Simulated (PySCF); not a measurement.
C4H7NOSi, SMILES N[SiH2]c1ccco1, GFN2-xTB optimised geometry.

```
14

N     -0.63    -2.51    -0.49
Si    -1.46    -1.10     0.04
C     -0.18     0.25     0.00
C      1.19     0.25     0.00
C      1.60     1.60     0.00
C      0.46     2.34     0.00
O     -0.62     1.53     0.00
H     -0.04    -2.46    -1.31
H     -1.11    -3.40    -0.48
H     -2.61    -0.66    -0.78
H     -1.91    -1.41     1.40
H      1.82    -0.61     0.00
H      2.61     1.98     0.00
H      0.28     3.40     0.00
```

Density from B3LYP/def2-TZVP (PySCF 2.14.0) at that geometry.

Minimum of the electron density along straight lines between bonded atoms, close to the bond critical point (lines longer than 1.1 times the sum of covalent radii, or with two minima, are not listed):

```json
[
 {"bond": "N1–Si2", "length / Å": "1.723", "ρ at the minimum / e bohr⁻³": "0.133", "∇²ρ there / e bohr⁻⁵": "(withheld)", "position (fraction from the first atom)": "0.60"},
 {"bond": "Si2–C3", "length / Å": "1.871", "ρ at the minimum / e bohr⁻³": "0.120", "∇²ρ there / e bohr⁻⁵": "0.23", "position (fraction from the first atom)": "0.39"},
 {"bond": "C3–C4", "length / Å": "1.369", "ρ at the minimum / e bohr⁻³": "0.335", "∇²ρ there / e bohr⁻⁵": "-0.99", "position (fraction from the first atom)": "0.51"},
 {"bond": "C4–C5", "length / Å": "1.413", "ρ at the minimum / e bohr⁻³": "0.302", "∇²ρ there / e bohr⁻⁵": "-0.84", "position (fraction from the first atom)": "0.50"},
 {"bond": "C5–C6", "length / Å": "1.361", "ρ at the minimum / e bohr⁻³": "0.339", "∇²ρ there / e bohr⁻⁵": "-1.02", "position (fraction from the first atom)": "0.48"},
 {"bond": "C3–O7", "length / Å": "1.355", "ρ at the minimum / e bohr⁻³": "0.286", "∇²ρ there / e bohr⁻⁵": "(withheld)", "position (fraction from the first atom)": "0.33"},
 {"bond": "C6–O7", "length / Å": "1.340", "ρ at the minimum / e bohr⁻³": "0.301", "∇²ρ there / e bohr⁻⁵": "(withheld)", "position (fraction from the first atom)": "0.34"},
 {"bond": "N1–H8", "length / Å": "1.007", "ρ at the minimum / e bohr⁻³": "0.338", "∇²ρ there / e bohr⁻⁵": "-1.63", "position (fraction from the first atom)": "0.73"},
 {"bond": "N1–H9", "length / Å": "1.007", "ρ at the minimum / e bohr⁻³": "0.339", "∇²ρ there / e bohr⁻⁵": "-1.64", "position (fraction from the first atom)": "0.73"},
 {"bond": "Si2–H10", "length / Å": "1.472", "ρ at the minimum / e bohr⁻³": "0.125", "∇²ρ there / e bohr⁻⁵": "0.15", "position (fraction from the first atom)": "0.49"},
 {"bond": "Si2–H11", "length / Å": "1.465", "ρ at the minimum / e bohr⁻³": "0.126", "∇²ρ there / e bohr⁻⁵": "0.17", "position (fraction from the first atom)": "0.49"},
 {"bond": "C4–H12", "length / Å": "1.071", "ρ at the minimum / e bohr⁻³": "0.293", "∇²ρ there / e bohr⁻⁵": "-1.07", "position (fraction from the first atom)": "0.65"},
 {"bond": "C5–H13", "length / Å": "1.071", "ρ at the minimum / e bohr⁻³": "0.292", "∇²ρ there / e bohr⁻⁵": "-1.06", "position (fraction from the first atom)": "0.65"},
 {"bond": "C6–H14", "length / Å": "1.073", "ρ at the minimum / e bohr⁻³": "0.297", "∇²ρ there / e bohr⁻⁵": "-1.11", "position (fraction from the first atom)": "0.65"}
]
```

### Question
Fill in the missing entries.

### Answer

- N1–Si2, ∇²ρ there / e bohr⁻⁵: 0.55
- C3–O7, ∇²ρ there / e bohr⁻⁵: -0.24
- C6–O7, ∇²ρ there / e bohr⁻⁵: -0.32
